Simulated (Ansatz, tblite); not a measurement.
Isomers of Cu₅Te (doublet), found by a short tight-binding search and relaxed with PBE-D4/def2-SVP in Ansatz.

In the def2 sets Te takes a core potential; there is no spin–orbit coupling. The xTB rows come from tblite. Correlated methods freeze 49 core orbitals; core or outer-core shells of Te are correlated, in sets that lack core-valence functions.

A: At MP2/def2-TZVP the charge 0 doublet is spin-contaminated (final ⟨S²⟩ up to 0.83, 0.75 for a pure state).

Other spin states weren't relaxed.

A:

```xyz
6

Cu    0.280    0.184   -1.669
Cu    1.455    0.720    0.381
Cu    0.139    1.771    2.016
Cu    0.664   -1.529   -0.068
Cu   -0.916    0.296    0.533
Te   -1.622   -1.442   -1.193
```

B:

```xyz
6

Cu    0.2444   -1.3694   -1.1355
Cu   -0.8642    0.7749   -0.5149
Cu   -0.8583    0.9034    1.9033
Cu   -0.9575   -1.2426    0.9091
Cu    1.0749    0.1461    0.6606
Te    1.3608    0.7876   -1.8226
```

Question: Estimate which lies lowest at each level, and how far above it the others are (kJ/mol).

Answer: 
```
             level     A     B
          GFN1-xTB   3.8   0.0
          GFN2-xTB   0.0  70.3
       HF/def2-SVP   0.4   0.0
      HF/def2-TZVP   0.0   3.5
   PBE-D4/def2-SVP  29.4   0.0
r2SCAN-D4/def2-SVP  33.0   0.0
   B97M-V/def2-SVP  29.9   0.0
  PBE0-D4/def2-SVP  23.6   0.0
     MP2/def2-TZVP  21.7   0.0
```
Point groups (tolerance 0.1 Å): A not assigned, B Cs. Lower isomers may exist.
